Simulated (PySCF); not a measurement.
[AlCl3(PMe3)], C3H9AlCl3P.
Numbering: `[CH3:1][P+:2]([CH3:3])([CH3:4])[Al-:5]([Cl:6])([Cl:7])[Cl:8]` (hydrogens: H9, H10, H11 on C1; H12, H13, H14 on C3; H15, H16, H17 on C4)

Method used: PBE0-D3(BJ)/def2-SVP geometry optimisation, gas phase in PySCF.

Question: What internal coordinates does the optimisation give?

Answer: 
```tsv
bond	length (bohr)	order
C1–P2, P2–C3, P2–C4	3.434	single
P2–Al5	4.520	single
Al5–Cl6, Al5–Cl7, Al5–Cl8	4.020	single
C1–H9 and 8 like bonds	2.078	single
```

Bonds in one row agree within 0.02 bohr and their mean is given. Orders are formal, as drawn. A selection of angles:
```tsv
angle	degrees
C1–P2–C3	106.9
C1–P2–Al5	110.0
C3–P2–Al5	112.3
C4–P2–Al5	113.3
P2–Al5–Cl6	100.0
P2–Al5–Cl7	100.6
Cl6–Al5–Cl7	115.6
Cl6–Al5–Cl8	116.7
```

Dihedral angles: C1–P2–Al5–Cl6 -61° (synclinal). The mirror-image conformer, all signs reversed, is as good.

P2 (phosphorus bonded to Al and 3 C) is distorted tetrahedral (angles from 106.9° to 113.3°). Al5 (aluminium bonded to 3 Cl and P) is distorted tetrahedral (angles from 100.0° to 117.1°). All 3 C–P bonds measure 1.817 Å.

Point group: near C3v, missed by 0.16 Å at most; the miss may be what the optimiser left on a soft mode. Not checked by PBE0-D3(BJ)/def2-SVP frequencies.
